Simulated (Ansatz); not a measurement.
`CC[O][GeH]([CH3])[F]` + `BC=NB` → `[BH2][GeH]([CH3])[F]` + `B/N=C\OCC`  (redistribution)

Gas-phase electronic energies from Ansatz, PBE0-D4/def2-TZVP geometries. CCSD(T)/CBS is the MP2 limit (def2-TZVPP, def2-QZVPP) plus CCSD(T) − MP2 in def2-TZVPP, frozen cores. Functionals use def2-TZVPP. For Ge outer-core shells are correlated without core-valence functions, which leaves a few kJ/mol of doubt a bond. Scalar relativity is left out up to krypton. One conformer a species, not always the lowest.

```
             level  ΔE (kJ/mol)
            PBE-D4         74.9
           ωB97X-V         77.6
               PBE         73.2
            r2SCAN         80.2
     HF/def2-TZVPP         82.4
SCS-MP2/def2-TZVPP         90.4
     HF/def2-QZVPP         83.9
      HF/CBS(def2)         84.1
```

(1) What does CCSD(T)/CBS give? (Estimate.)

Largest T1 diagnostic among the species: 0.017.

## Answers

(1) Ansatz gave: +88.2 kJ/mol. The listed levels differ from it by -13.3, -10.6, -15.0, -8.0, -5.8, 2.2, -4.3, -4.1 kJ/mol.

In def2-TZVPP, CCSD(T) changes the Hartree–Fock value by +5.1 kJ/mol (the triples alone add +0.9 kJ/mol) and MP2 by +7.7 kJ/mol.
